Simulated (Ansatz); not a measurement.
6 gas-phase steps of group 13 species, written in SMILES but for small gases and atoms, in each of which the number of molecules stays. Reaction energies in kcal/mol, right side less left side, on B3LYP-D3(BJ)/def2-TZVP stationary points reached from drawn starts (curvature not checked).

```tsv
row	step	B3LYP/def2-TZVPP	wB97M-V/def2-TZVPP
1	2 F[B]F (multiplicity 2) → FB(F)F + [B]F	-52.5	-61.8
2	[CH3][Al]([CH3])[CH3] + HF → [CH3][Al]([CH3])[F] + CH4	-51.7	?
3	ClB1OB(Cl)OB(Cl)O1 + 3 HF → FB1OB(F)OB(F)O1 + 3 HCl	-50.5	-46.3
4	2 Br[B]Br (multiplicity 2) → BrB(Br)Br + [B]Br	-27.4	-37.5
5	2 I[B]I (multiplicity 2) → IB(I)I + [B]I	-21.4	-31.2
6	[CH3][Ga]([CH3])[CH3] + NH3 → [CH3][Ga]([CH3])[NH2] + CH4	-17.3	-16.3
```

No zero-point or thermal terms; singlets are restricted closed shells; open shells are unrestricted; no spin–orbit coupling.

Codes used: Ansatz (Gaussian basis). Each number belongs to the level named beside it. Elements past Kr take the def2 small-core potentials, without spin–orbit coupling.

The rows were drawn at random from the listed steps of this kind that kept their bonds on relaxing, hold no state known to be excited and rest on sound references (no strong spin contamination, no T1 past 0.05 where coupled cluster ran); sets that span under 5 kcal/mol aren't shown. They stand in the order of the third column.

Task: Fit a straight line y = a + b·x through the complete rows, with x the B3LYP/def2-TZVPP and y the wB97M-V/def2-TZVPP value, and use it for row 2. How does it compare with the computed value?

Result: Means over the 5 complete rows: x -33.82, y -38.62. Σ(x − x̄)(y − ȳ) = 1029.18 and Σ(x − x̄)² = 1095.55, so b = 0.939 and a = -38.62 − 0.939 × (-33.82) = -6.86 kcal/mol. The residuals have rms 6.07 and median size 5.64 kcal/mol; without the fit y − x has mean -4.80 and median -9.30 kcal/mol. For row 2 the line gives -6.86 + 0.939 × (-51.7) = -55.4 kcal/mol. The computed wB97M-V/def2-TZVPP value is -49.3 kcal/mol, 6.1 kcal/mol above the line. wB97M-V/def2-TZVPP is a functional with errors of its own, not an exact or measured value.

Ansatz is an electronic-structure program.
